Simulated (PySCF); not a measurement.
Ligand exchange on a metal centre used in film growth or etching (Cd Cl-NH2). All species are isolated molecules in the gas phase. One relaxed conformer stands for each flexible species; it need not be the lowest.

All values below come from TPSSh-D3(BJ)/def2-TZVP // BP86-D3(BJ)/def2-SVP in PySCF. 

```tsv
species	mean distance from the central atom to its bonded neighbours (Å)	coordination number	LUMO (eV)
0 of 2 Cl replaced by NH2	2.288	2	-2.71
1 of 2 Cl replaced by NH2 ([Cd(Cl)(NH2)])	2.165	2	-1.85
2 of 2 Cl replaced by NH2 ([Cd(NH2)2])	2.023	2	-1.02
```
